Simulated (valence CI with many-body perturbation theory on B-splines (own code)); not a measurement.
**E1 line list for Pd41+**

Level of theory: configuration interaction combined with many-body perturbation theory (CI+MBPT): three valence electrons over a frozen Dirac-Fock core [He], a basis of 11 s, 11 p, 9 d, 7 f, 5 g, 2 h, 1 i functions for each j, with the one-electron correlation potential Σ1 (screened to all orders), the two-electron term Σ2, the three-electron term Σ3, Breit, model QED; selected single and double excitations, second order for the rest (own B-spline code, finite nucleus).

No measured spectrum was set against this ion. As an estimate, large intervals hold to a few tenths of a per cent, small ones and those within an open d or f shell to about a per cent.

Lines 1 to 50 of 271 in falling wavelength, among levels below 33864 × 10³ cm⁻¹, chosen from the strongest by gf and those to the six lowest levels. Wavelengths and rates use the calculated energies. Electric multipoles are in the length gauge, E1 and E2 with the static RPA response of the core. Weak lines are less certain than strong ones. Lines between different terms over intervals too small for the method are left out, as are lines whose strength nearly cancels. The highest levels of a list are the least certain.

Levels are named by their leading jj configuration (3d3/2^4 stands for four electrons in 3d with j = 3/2), which in mixed levels can hold well under half, so a name can repeat and another be missing. Letters in brackets count levels of one name in rising energy.

| λ vac (Å) | Upper | Lower | A (s⁻¹) | S (a.u.) with core polarisation | S without |
| --- | --- | --- | --- | --- | --- |
| 267.2 | (2s 2p3/2 3d5/2) J=9/2 | (2s 2p3/2 3p3/2) J=7/2 | 2.26e+09 | 2.13e-01 | 2.13e-01 |
| 264.8 | (2p1/2 2p3/2 3d5/2) J=9/2 | (2p1/2 2p3/2 3p3/2) J=7/2 | 2.71e+09 | 2.48e-01 | 2.48e-01 |
| 257.4 | (2s 2p1/2 3d5/2) J=7/2 | (2s 2p1/2 3p3/2) J=5/2 | 2.56e+09 | 1.72e-01 | 1.72e-01 |
| 255.3 | (2p1/2 2p3/2 3d5/2) J=7/2 | (2p1/2 2p3/2 3p3/2) J=5/2 [a] | 1.90e+09 | 1.25e-01 | 1.25e-01 |
| 254.2 | (2p1/2^2 3d5/2) J=5/2 | (2p1/2^2 3p3/2) J=3/2 | 2.82e+09 | 1.37e-01 | 1.37e-01 |
| 242.4 | (2s 2p1/2 3d5/2) J=5/2 [a] | (2s 2p1/2 3p3/2) J=3/2 [a] | 2.22e+09 | 9.38e-02 | 9.38e-02 |
| 232.9 | (2s 2p3/2 3d5/2) J=7/2 [b] | (2s 2p3/2 3p3/2) J=5/2 [b] | 2.82e+09 | 1.41e-01 | 1.41e-01 |
| 228.0 | (2s 2p1/2 3d5/2) J=5/2 [b] | (2s 2p1/2 3p3/2) J=3/2 [b] | 2.42e+09 | 8.51e-02 | 8.51e-02 |
| 220.9 | (2s 2p3/2 3d5/2) J=7/2 [a] | (2s 2p3/2 3p3/2) J=5/2 [a] | 3.04e+09 | 1.29e-01 | 1.29e-01 |
| 214.7 | (2s^2 3d5/2) J=5/2 | (2s^2 3p3/2) J=3/2 | 3.05e+09 | 8.92e-02 | 8.92e-02 |
| 214.6 | (2s 2p3/2 3d5/2) J=5/2 [a] | (2s 2p3/2 3p3/2) J=3/2 [a] | 2.51e+09 | 7.34e-02 | 7.34e-02 |
| 155.7 | (2p1/2 2p3/2 3d3/2) J=7/2 | (2p1/2 2p3/2 3p1/2) J=5/2 | 7.14e+09 | 1.06e-01 | 1.07e-01 |
| 154.8 | (2s 2p3/2 3p3/2) J=3/2 [a] | (2s 2p3/2 3s) J=3/2 [a] | 8.52e+09 | 6.23e-02 | 6.23e-02 |
| 153.3 | (2s 2p3/2 3d3/2) J=5/2 [a] | (2s 2p3/2 3p1/2) J=5/2 | 4.67e+09 | 4.99e-02 | 4.99e-02 |
| 150.7 | (2p1/2 2p3/2 3p3/2) J=7/2 | (2p1/2 2p3/2 3s) J=5/2 | 1.92e+10 | 2.60e-01 | 2.60e-01 |
| 148.6 | (2s 2p3/2 3d3/2) J=7/2 | (2s 2p3/2 3p1/2) J=5/2 | 8.29e+09 | 1.07e-01 | 1.07e-01 |
| 148.3 | (2s 2p3/2 3d3/2) J=5/2 [a] | (2s 2p3/2 3p1/2) J=3/2 [a] | 5.24e+09 | 5.06e-02 | 5.06e-02 |
| 147.2 | (2s 2p1/2 3d3/2) J=5/2 | (2s 2p1/2 3p1/2) J=3/2 | 9.02e+09 | 8.53e-02 | 8.53e-02 |
| 146.8 | (2p1/2 2p3/2 3d3/2) J=5/2 [a] | (2p1/2 2p3/2 3p1/2) J=3/2 [a] | 7.98e+09 | 7.47e-02 | 7.47e-02 |
| 145.3 | (2p1/2^2 3d3/2) J=3/2 | (2p1/2^2 3p1/2) J=1/2 | 1.29e+10 | 7.84e-02 | 7.84e-02 |
| 144.1 | (2s 2p3/2 3p3/2) J=5/2 [b] | (2s 2p3/2 3s) J=3/2 [b] | 9.23e+09 | 8.18e-02 | 8.18e-02 |
| 144.0 | (2s 2p3/2 3d3/2) J=3/2 [a] | (2s 2p3/2 3p1/2) J=3/2 [a] | 8.10e+09 | 4.77e-02 | 4.77e-02 |
| 142.8 | (2s 2p1/2 3d3/2) J=3/2 [a] | (2s 2p1/2 3p1/2) J=1/2 [a] | 1.15e+10 | 6.62e-02 | 6.62e-02 |
| 142.7 | (2p1/2 2p3/2 3p3/2) J=3/2 [a] | (2p1/2 2p3/2 3s) J=1/2 | 9.00e+09 | 5.17e-02 | 5.17e-02 |
| 142.2 | (2s 2p1/2 3p3/2) J=3/2 [b] | (2s 2p1/2 3s) J=1/2 [b] | 1.05e+10 | 5.95e-02 | 5.95e-02 |
| 137.9 | (2p1/2 2p3/2 3p3/2) J=5/2 [a] | (2p1/2 2p3/2 3s) J=3/2 [a] | 1.66e+10 | 1.29e-01 | 1.29e-01 |
| 137.4 | (2s 2p3/2 3p3/2) J=7/2 | (2s 2p3/2 3s) J=5/2 | 1.70e+10 | 1.74e-01 | 1.74e-01 |
| 136.3 | (2p1/2^2 3p3/2) J=3/2 | (2p1/2^2 3s) J=1/2 | 2.50e+10 | 1.25e-01 | 1.25e-01 |
| 134.7 | (2s 2p3/2 3p3/2) J=5/2 [a] | (2s 2p3/2 3s) J=3/2 [a] | 1.06e+10 | 7.67e-02 | 7.68e-02 |
| 134.5 | (2p1/2 2p3/2 3p3/2) J=5/2 [b] | (2p1/2 2p3/2 3s) J=3/2 [b] | 1.63e+10 | 1.17e-01 | 1.18e-01 |
| 134.2 | (2s^2 3p3/2) J=3/2 | (2s^2 3s) J=1/2 | 1.13e+10 | 5.40e-02 | 5.40e-02 |
| 132.6 | (2s 2p1/2 3p3/2) J=5/2 | (2s 2p1/2 3s) J=3/2 | 2.20e+10 | 1.52e-01 | 1.52e-01 |
| 129.3 | (2p1/2 2p3/2 3p1/2) J=5/2 | (2s 2p3/2 3p1/2) J=3/2 [b] | 1.07e+10 | 6.86e-02 | 6.86e-02 |
| 127.3 | (2p1/2 2p3/2 3p3/2) J=5/2 [b] | (2p1/2 2p3/2 3s) J=5/2 | 8.74e+09 | 5.33e-02 | 5.34e-02 |
| 125.8 | (2s 2p1/2 3p3/2) J=3/2 [a] | (2s 2p1/2 3s) J=1/2 [a] | 2.49e+10 | 9.80e-02 | 9.80e-02 |
| 122.5 | (2p1/2 2p3/2 3p3/2) J=3/2 [b] | (2s 2p3/2 3p3/2) J=3/2 [b] | 1.58e+10 | 5.72e-02 | 5.72e-02 |
| 117.3 | (2s 2p3/2 3p3/2) J=5/2 [a] | (2s 2p3/2 3s) J=5/2 | 1.11e+10 | 5.30e-02 | 5.30e-02 |
| 115.9 | (2p1/2 2p3/2 3s) J=5/2 | (2s 2p3/2 3s) J=3/2 [b] | 1.56e+10 | 7.19e-02 | 7.20e-02 |
| 112.0 | (2s 2p1/2 3s) J=3/2 | (2s^2 3s) J=1/2 | 1.86e+10 | 5.15e-02 | 5.16e-02 |
| 108.3 | (2p1/2 2p3/2 3s) J=3/2 [b] | (2s 2p3/2 3s) J=1/2 | 1.66e+10 | 4.16e-02 | 4.16e-02 |
| 106.3 | (2s 2p1/2 2p3/2) J=5/2 | (2s^2 2p3/2) J=3/2 | 2.63e+09 | 9.34e-03 | 9.36e-03 |
| 104.8 | (2p1/2 2p3/2 3p3/2) J=5/2 [b] | (2s 2p3/2 3p3/2) J=5/2 [b] | 1.04e+10 | 3.53e-02 | 3.54e-02 |
| 96.94 | (2s 2p1/2^2) J=1/2 | (2s^2 2p1/2) J=1/2 | 5.03e+09 | 4.52e-03 | 4.53e-03 |
| 87.90 | (2p1/2^2 2p3/2) J=3/2 | (2s 2p1/2 2p3/2) J=3/2 [b] | 6.03e+09 | 8.09e-03 | 8.11e-03 |
| 82.76 | (2p1/2^2 3d5/2) J=5/2 | (2s 2p1/2 3d5/2) J=7/2 | 1.84e+10 | 3.09e-02 | 3.10e-02 |
| 78.07 | (2s 2p1/2 2p3/2) J=3/2 [b] | (2s^2 2p3/2) J=3/2 | 3.18e+09 | 2.98e-03 | 2.99e-03 |
| 76.51 | (2s 2p1/2 2p3/2) J=1/2 | (2s^2 2p3/2) J=3/2 | 5.38e+09 | 2.38e-03 | 2.39e-03 |
| 67.68 | (2p1/2^2 2p3/2) J=3/2 | (2s 2p1/2 2p3/2) J=5/2 | 3.48e+10 | 2.13e-02 | 2.14e-02 |
| 59.17 | (2p1/2^2 2p3/2) J=3/2 | (2s 2p1/2 2p3/2) J=3/2 [a] | 1.36e+10 | 5.56e-03 | 5.57e-03 |
| 43.26 | (2s 2p3/2^2) J=5/2 | (2s^2 2p3/2) J=3/2 | 4.78e+10 | 1.15e-02 | 1.15e-02 |
